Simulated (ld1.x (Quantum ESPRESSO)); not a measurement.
## Cutoff test, Hf, PAW

```json
{
 "Element": "Hf (Z = 72)",
 "Generator": "ld1.x (Quantum ESPRESSO) 7.5",
 "Type": "PAW",
 "Functional": "PBE",
 "Relativity": "scalar-relativistic",
 "Frozen core": "[Kr] 4d10 4f14",
 "Valence charge": "12",
 "Reference configuration": "5s2 5p6 5d2 6s2 6p0",
 "Partial waves": "5s (bound): rcut 1.68, rcutus 1.78 bohr; 6s (bound): rcut 1.68, rcutus 1.78 bohr; 5p (bound): rcut 1.80, rcutus 1.90 bohr; 6p (bound, empty): rcut 1.80, rcutus 1.90 bohr; 5d (bound): rcut 1.75, rcutus 2.25 bohr; 5d channel at 1.2 Ry: rcut 1.75, rcutus 2.25 bohr; 5f channel at -0.2 Ry: rcut 1.70, rcutus 2.30 bohr; 5f channel at 2.3 Ry: rcut 1.70, rcutus 2.30 bohr",
 "Local potential": "all-electron potential smoothed inside 1.45 bohr (lloc = -1)",
 "Core correction": "Bessel-smoothed model core, default radius (core density twice the valence density)",
 "Augmentation charge": "GAUSS, radius 1.70 bohr"
}
```

The pseudo-atom Hamiltonian at the reference potential is diagonalised in spherical Bessel functions j_l(qr) that vanish at 20 bohr, with q² up to the cutoff. All-electron valence levels (Ry): 5s -4.9256, 6s -0.3754, 5p -2.6146, 6p -0.1026, 5d -0.1976.

How do the lowest levels (Ry) of each channel move with the cutoff, and are there ghosts?

```json
{"cutoff (Ry)": "8", "s #1": "-4.8118", "s #2": "-0.3440", "p #1": "-2.3524", "p #2": "-0.0759", "p #3": "0.0529", "d #1": "-0.1133", "f #1": "0.1026", "Σ f·Δε (mRy)": "2032.2"}
{"cutoff (Ry)": "10", "s #1": "-4.8776", "s #2": "-0.3565", "p #1": "-2.4823", "p #2": "-0.0839", "p #3": "0.0505", "d #1": "-0.1521", "f #1": "0.1026", "Σ f·Δε (mRy)": "1018.5"}
{"cutoff (Ry)": "12", "s #1": "-4.9074", "s #2": "-0.3638", "p #1": "-2.5532", "p #2": "-0.0894", "p #3": "0.0489", "d #1": "-0.1775", "f #1": "0.1026", "Σ f·Δε (mRy)": "468.2"}
{"cutoff (Ry)": "15", "s #1": "-4.9196", "s #2": "-0.3681", "p #1": "-2.5985", "p #2": "-0.0947", "p #3": "0.0475", "d #1": "-0.1908", "f #1": "0.1026", "Σ f·Δε (mRy)": "136.8"}
{"cutoff (Ry)": "18", "s #1": "-4.9246", "s #2": "-0.3718", "p #1": "-2.6091", "p #2": "-0.0971", "p #3": "0.0469", "d #1": "-0.1969", "f #1": "0.1026", "Σ f·Δε (mRy)": "43.3"}
{"cutoff (Ry)": "21", "s #1": "-4.9251", "s #2": "-0.3733", "p #1": "-2.6130", "p #2": "-0.0990", "p #3": "0.0464", "d #1": "-0.1974", "f #1": "-0.1438", "Σ f·Δε (mRy)": "14.8"}
{"cutoff (Ry)": "30", "s #1": "-4.9253", "s #2": "-0.3752", "p #1": "-2.6142", "p #2": "-0.1023", "p #3": "0.0455", "d #1": "-0.1975", "f #1": "-0.6388", "Σ f·Δε (mRy)": "3.5"}
{"cutoff (Ry)": "35", "s #1": "-4.9254", "s #2": "-0.3754", "p #1": "-2.6144", "p #2": "-0.1025", "p #3": "0.0455", "d #1": "-0.1976", "f #1": "-0.6960", "Σ f·Δε (mRy)": "1.4"}
{"cutoff (Ry)": "40", "s #1": "-4.9255", "s #2": "-0.3754", "p #1": "-2.6145", "p #2": "-0.1026", "p #3": "0.0455", "d #1": "-0.1976", "f #1": "-0.7144", "Σ f·Δε (mRy)": "0.7"}
{"cutoff (Ry)": "45", "s #1": "-4.9255", "s #2": "-0.3754", "p #1": "-2.6145", "p #2": "-0.1026", "p #3": "0.0455", "d #1": "-0.1976", "f #1": "-0.7274", "Σ f·Δε (mRy)": "0.5"}
{"cutoff (Ry)": "50", "s #1": "-4.9255", "s #2": "-0.3754", "p #1": "-2.6145", "p #2": "-0.1026", "p #3": "0.0455", "d #1": "-0.1976", "f #1": "-0.7310", "Σ f·Δε (mRy)": "0.4"}
{"cutoff (Ry)": "400", "s #1": "-4.9255", "s #2": "-0.3754", "p #1": "-2.6146", "p #2": "-0.1026", "p #3": "0.0455", "d #1": "-0.1976", "f #1": "-0.7344", "Σ f·Δε (mRy)": "0.0"}
```

Result: ghost state, extra bound levels that the all-electron valence spectrum of the same l lacks: f at -10.0 eV (a true bound ghost makes a file unfit for plane-wave use); 10 mRy is reached at 25 Ry and 1 mRy at 40 Ry.
